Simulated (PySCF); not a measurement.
# Structure revision by computed shifts

A compound C₅H₄FNO gives the data below (simulated from a calculation) and was assigned the structure `[O-][n+]1ccc(F)cc1`.

¹³C{¹H} NMR (computed): δ 168.3 (C), 158.8 (CH), 146.9 (C), 118.0 (CH), 93.2 (CH).

¹H NMR (300 MHz, computed): δ 10.88 (br s, 1H), 8.17 (s, 1H), 7.13 (m, 1H), 5.93 (m, 1H).

Theoretical values (PySCF): PBE0/pcSseg-1 with gauge-including orbitals, geometry from GFN2-xTB. One conformer, no solvent model, no relativistic terms.

References, each an isolated molecule treated in the same way: TMS for ¹H (31.72 ppm) and ¹³C (186.93 ppm).

(1) Compare with the shifts computed for the proposed structure, pairing carbons in order of shift.

(2) Which isomer fits?

## Answers

(1) Atoms are numbered as in `[O-:1][n+:2]1[cH:3][cH:4][c:5]([F:6])[cH:7][cH:8]1` (H(Xn): hydrogen on atom n).

```
atom  computed for proposal  given list  difference
  C5                  164.8       168.3        -3.5
  C3                  145.3       158.8       -13.5
  C8                  145.3       146.9        -1.6
  C4                  120.8       118.0        +2.8
  C7                  120.8        93.2       +27.6
```

The rms difference is 13.9 ppm and the largest +27.6 ppm at C7 (aromatic CH). The proposal also would give 3 carbon signals, not 5. The carbon types in order of shift don't match either: C, CH, CH, CH, CH for the proposal against C, CH, C, CH, CH in the data. The proposal doesn't fit.

(2) SMILES [H]/N=C\c1ccc(F)o1.

Carbon types of the structure: 2 × C, 3 × CH, leaving 1 H on heteroatoms. δC 168.3: aromatic carbon bearing fluorine; an ipso carbon deshielded by its heteroatom. δC 158.8: C=N carbon. δC 146.9: substituted aromatic carbon next to the ring oxygen. δH 10.88: hydrogen on an imine nitrogen; exchangeable; this is the value without hydrogen bonding to other molecules.

Other isomers checked: C=Cc1conc1F (rms 15.3 ppm); Oc1ccncc1F (rms 16.4 ppm).

The data come from this structure; uniqueness wasn't tested.

The OH or NH signal is concentration- and solvent-dependent in practice; the value given is the gas-phase one. Splittings by ¹⁹F in the carbon and heteronuclear signals aren't shown, as no couplings were computed. Shifts are as computed. Against solution values, carbons near 30 ppm lie about +3 ppm off and those near 130 ppm about +5 ppm. Of 1211 compounds with measured shifts, 218 miss one by over three times the rms of a fit or turn the order of signals round; such compounds aren't used in these exercises. No couplings were computed; multiplicities are counted from neighbouring protons, with m where these are inequivalent, close in shift, in a saturated or five-membered ring or joined by F or P, and br s for small geminal =CH2 splittings.
